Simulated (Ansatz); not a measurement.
A made-up structure of MgH3SeO (charge +1), singlet:

O1  (-1.010, 0.214, -1.235)
Mg2  (0.416, 0.033, 0.143)
Se3  (2.192, -0.124, 1.687)
H4  (3.264, 0.080, 2.731)
H5  (-1.553, 0.997, -1.404)
H6  (1.242, -0.659, 2.680)
(Å)

It is relaxed with PBE-D4/def2-SVP and then PBE0-D4/def2-TZVP (Ansatz 0.2.0). Atoms count as bonded within 1.22 times the sum of their covalent radii (H–H: 0.88 Å). The end point is not checked to be a true minimum.

Task: Does its bonding change? (Judge from chemistry; the calculation decides.)

Result: By the calculation: No: no bond forms or breaks.

Where it ends: The first stage lowers the energy by 1.52 eV in 19 steps. It ends as MgH₃SeO ([OH][Mg][SeH2]), total charge +1:
O1  (-0.788, 0.605, -0.923)
Mg2  (0.439, 0.028, 0.127)
Se3  (2.276, -0.768, 1.821)
H4  (2.718, 0.599, 2.153)
H5  (-1.447, 0.882, -1.547)
H6  (1.353, -0.807, 2.971)
(Å)

Labels in which every atom is bracketed show which atoms are joined, not bond orders.

For scale, one of the runs: PBE0-D4/def2-TZVP relaxation, 129 basis functions, launched by `ansatz run in.yaml --threads 2 --pin off --events-out ev --progress --plain --max-ram 4352MiB`. Hardware: 2 CPU threads of an Arm Neoverse V1, shared host. Wall time about 32 s.
